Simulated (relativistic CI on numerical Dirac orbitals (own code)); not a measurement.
Calculated at this level of theory: Dirac-Coulomb-Breit CI, KLI orbitals optimised for each configuration, a model potential for QED, unscaled Slater integrals (own radial code, finite nucleus).

Configuration list (outside the closed core 1s2): 2s², 2s2p, 2p², 2p3s, 2p3p, 2s3s, 2s3p, 2s3d, 2s4s, 2s4p, 2s4d, 2s4f, 2s5s, 2s5p, 2s5d, 3s², 2s5f, 2s5g, 3s3p, 3p². Levels of other configurations are missing.

At this charge energies of transitions that change n are usually good to better than 1 %, and those within a shell (Δn = 0) to a few per cent.

Outline of the computed level scheme of Fe XXIII. Lowest level of each configuration: 2s² ¹S0 at 0.00 eV; 2s2p ³P°0 at 43.31 eV; 2p² ³P0 at 118.99 eV; 2s3s ³S1 at 1104.28 eV; 2s3p ³P°0 at 1125.62 eV; 2s3d ³D1 at 1140.38 eV; 2p3s ³P°0 at 1159.12 eV; 2p3p ³D1 at 1172.57 eV; 2s4s ³S1 at 1482.69 eV.

Some strong electric-dipole decays among the lowest 36 levels: 2s3d ³D3 → 2s2p ³P°2 (2.2e+13 s⁻¹); 2s3d ³D2 → 2s2p ³P°1 (1.7e+13 s⁻¹); 2s3d ¹D2 → 2s2p ¹P°1 (1.7e+13 s⁻¹); 2s3d ³D1 → 2s2p ³P°0 (1.3e+13 s⁻¹); 2s3d ³D1 → 2s2p ³P°1 (9.6e+12 s⁻¹); 2s3p ¹P°1 → 2s² ¹S0 (7.7e+12 s⁻¹); 2p3p ¹S0 → 2s2p ¹P°1 (7.5e+12 s⁻¹); 2p3p ¹D2 → 2s2p ¹P°1 (7.4e+12 s⁻¹).

LS names give the leading component of a level, which can be under half, so a name can repeat, a term be missing and a line seem to break the LS rules.
